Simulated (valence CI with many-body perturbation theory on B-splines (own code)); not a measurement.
E1 transitions of Ge⁺

Calculated by configuration interaction combined with many-body perturbation theory (CI+MBPT): three valence electrons over a frozen Dirac-Fock core [Ar] 3d10, a basis of 11 s, 11 p, 9 d, 7 f, 5 g, 2 h, 1 i functions for each j, with the one-electron correlation potential Σ1, the two-electron term Σ2, the three-electron term Σ3, Breit, model QED; selected CI, second order for the rest (own B-spline code, finite nucleus).

Set against measurement, 19 paired levels are off by 274 cm⁻¹ on average, the worst by 523. These come from a selection out of the NIST Handbook of Basic Atomic Spectroscopic Data. Levels without a partner in it may be off by more.

Lines 1 to 50 of 107 in falling wavelength, among levels below 13.666 eV, chosen from the strongest by gf and those to the six lowest levels. Wavelengths and rates use the calculated energies, so an error of 300 cm⁻¹ moves a line at 16110 Å by 4.8 % and its rate by three times that or more. Electric multipoles are in the length gauge, E1 and E2 with the static RPA response of the core. Weak lines are less certain than strong ones. Lines between different terms over intervals too small for the method are left out, as are lines whose strength nearly cancels. The highest levels of a list are the least certain.

Names give the largest LS component (configuration and term), which can be under half, so a name can repeat, a term be missing and a line seem to break the LS rules; names also repeat where a configuration has a term twice.

```
λ vac (Å)  λ from measured levels          Upper          Lower   A (s⁻¹)  S (a.u.) with core polarisation  S without
    16110                   15330   4s4p² ²S_1/2  4s²5p ²P°_3/2  1.24e+00                         5.10e-06   3.27e-05
    15850                          4s²6p ²P°_1/2   4s²6s ²S_1/2  1.54e+07                         6.05e+01   6.06e+01
    15500                          4s²6p ²P°_3/2   4s²6s ²S_1/2  1.63e+07                         1.20e+02   1.20e+02
    15240                   14530   4s4p² ²S_1/2  4s²5p ²P°_1/2  6.35e+01                         2.22e-04   2.82e-04
    14910                           4s²7s ²S_1/2  4s²6p ²P°_3/2  2.30e+07                         7.51e+01   7.51e+01
    14600                           4s²7s ²S_1/2  4s²6p ²P°_1/2  1.17e+07                         3.59e+01   3.58e+01
    12330                   12200  4s²4f ²F°_5/2   4s4p² ²P_3/2  3.05e+04                         1.69e-01   1.69e-01
    11360                          4s²6p ²P°_1/2   4s4p² ²P_3/2  2.21e+04                         3.21e-02   3.23e-02
    11180                          4s²6p ²P°_3/2   4s4p² ²P_3/2  8.54e+03                         2.36e-02   2.30e-02
    10940                           4s²6d ²D_3/2  4s²6p ²P°_3/2  4.87e+06                         1.26e+01   1.26e+01
    10920                           4s²6d ²D_5/2  4s²6p ²P°_3/2  2.91e+07                         1.12e+02   1.12e+02
    10770                           4s²6d ²D_3/2  4s²6p ²P°_1/2  2.43e+07                         5.99e+01   5.99e+01
    10090                          4s²6p ²P°_1/2   4s4p² ²P_1/2  1.81e+04                         1.83e-02   1.87e-02
    10030                           4s²6d ²D_3/2  4s²4f ²F°_5/2  8.91e+05                         1.78e+00   1.78e+00
    10010                           4s²6d ²D_5/2  4s²4f ²F°_5/2  4.10e+04                         1.22e-01   1.22e-01
    10010                           4s²6d ²D_5/2  4s²4f ²F°_7/2  8.20e+05                         2.44e+00   2.44e+00
     9948                          4s²6p ²P°_3/2   4s4p² ²P_1/2  3.98e+04                         7.73e-02   7.70e-02
     9669                          4s²5f ²F°_7/2   4s²5d ²D_5/2  4.13e+07                         1.47e+02   1.47e+02
     9669                          4s²5f ²F°_5/2   4s²5d ²D_5/2  2.75e+06                         7.36e+00   7.37e+00
     9630                          4s²5f ²F°_5/2   4s²5d ²D_3/2  3.85e+07                         1.02e+02   1.02e+02
     8580                    8584   4s4p² ²P_1/2  4s²5p ²P°_3/2  2.24e+04                         1.39e-02   1.41e-02
     8326                    8327   4s4p² ²P_1/2  4s²5p ²P°_1/2  3.56e+04                         2.03e-02   1.96e-02
     7834                    7839   4s4p² ²P_3/2  4s²5p ²P°_3/2  2.41e+03                         2.29e-03   2.61e-03
     7622                    7624   4s4p² ²P_3/2  4s²5p ²P°_1/2  8.44e+04                         7.38e-02   7.32e-02
     7044                    7147  4s²5p ²P°_1/2   4s4p² ²D_3/2  1.78e+07                         6.13e+00   6.09e+00
     6953                    7051  4s²5p ²P°_3/2   4s4p² ²D_5/2  1.67e+07                         1.11e+01   1.10e+01
     6872                    6968  4s²5p ²P°_3/2   4s4p² ²D_3/2  1.87e+06                         1.20e+00   1.19e+00
     6555                    6486   4s²6s ²S_1/2  4s²5p ²P°_3/2  8.14e+07                         2.26e+01   2.26e+01
     6512                          4s²6p ²P°_1/2   4s4p² ²S_1/2  2.82e+04                         7.68e-03   7.82e-03
     6452                          4s²6p ²P°_3/2   4s4p² ²S_1/2  1.95e+04                         1.03e-02   1.06e-02
     6406                    6338   4s²6s ²S_1/2  4s²5p ²P°_1/2  4.15e+07                         1.08e+01   1.07e+01
     6060                    6023  4s²5p ²P°_1/2   4s²5s ²S_1/2  7.44e+07                         1.63e+01   1.64e+01
     5932                    5895  4s²5p ²P°_3/2   4s²5s ²S_1/2  7.89e+07                         3.25e+01   3.27e+01
     5471                          4s²5f ²F°_5/2   4s4p² ²P_3/2  8.17e+03                         3.96e-03   3.99e-03
     5195                    5180  4s²4f ²F°_7/2   4s²4d ²D_5/2  1.12e+08                         6.21e+01   6.21e+01
     5195                    5180  4s²4f ²F°_5/2   4s²4d ²D_5/2  7.48e+06                         3.11e+00   3.11e+00
     5148                    5133  4s²4f ²F°_5/2   4s²4d ²D_3/2  1.07e+08                         4.31e+01   4.31e+01
     4980                          4s²6p ²P°_3/2   4s²4d ²D_5/2  7.47e+06                         1.82e+00   1.83e+00
     4972                          4s²6p ²P°_1/2   4s²4d ²D_3/2  8.74e+06                         1.06e+00   1.06e+00
     4937                          4s²6p ²P°_3/2   4s²4d ²D_3/2  7.94e+05                         1.89e-01   1.89e-01
     4841                    4825   4s²5d ²D_3/2  4s²5p ²P°_3/2  2.16e+07                         4.83e+00   4.84e+00
     4831                    4816   4s²5d ²D_5/2  4s²5p ²P°_3/2  1.29e+08                         4.30e+01   4.31e+01
     4759                    4743   4s²5d ²D_3/2  4s²5p ²P°_1/2  1.08e+08                         2.30e+01   2.31e+01
     3826                    3846  4s²5p ²P°_3/2   4s4p² ⁴P_5/2  9.91e+04                         1.10e-02   1.08e-02
     3725                    3743  4s²5p ²P°_1/2   4s4p² ⁴P_3/2  1.71e+04                         8.70e-04   8.62e-04
     3676                    3693  4s²5p ²P°_3/2   4s4p² ⁴P_3/2  8.53e+02                         8.36e-05   8.14e-05
     3628                    3646  4s²5p ²P°_1/2   4s4p² ⁴P_1/2  1.55e+03                         7.33e-05   7.35e-05
     3582                    3598  4s²5p ²P°_3/2   4s4p² ⁴P_1/2  1.01e+03                         9.19e-05   9.12e-05
     3519                           4s²7s ²S_1/2  4s²5p ²P°_3/2  3.11e+07                         1.34e+00   1.33e+00
     3476                           4s²7s ²S_1/2  4s²5p ²P°_1/2  1.60e+07                         6.64e-01   6.59e-01
```
